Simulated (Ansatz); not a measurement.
Total energies of trans-NiCl2(PH3)2 (NiP₂H₆Cl₂) from Ansatz at PBE-D4/def2-TZVP, gas phase (1 Eh = 27.2114 eV = 2625.5 kJ/mol). The reference geometry is relaxed at PBE-D4/def2-SVP.

```json
{"state": "charge 0 triplet", "geometry": "reference", "energy (Eh)": "-3114.27558"}
{"state": "charge 1 doublet", "geometry": "reference", "energy (Eh)": "-3113.99330"}
{"state": "charge 0 singlet", "geometry": "relaxed at PBE-D4/def2-SVP", "energy (Eh)": "-3114.30590"}
```

(1) Work out the vertical ionisation energy to the doublet.

(2) Which of the charge 0 states is lowest, and how far above it are the others?

(1) E(charge 1 doublet) − E(charge 0 triplet) = -3113.99330 − (-3114.27558) = 0.28228 Eh = 7.68 eV. For comparison, −ε of the highest occupied level of the spin that leaves is 5.17 eV at this level, 2.51 eV less.

(2) The singlet. triplet: -3114.27558 − (-3114.30590) = 0.03032 Eh = 79.6 kJ/mol.

The restricted singlet is unstable towards broken spin symmetry in Hartree–Fock (as tested in another run); at PBE-D4/def2-TZVP this wasn't settled.
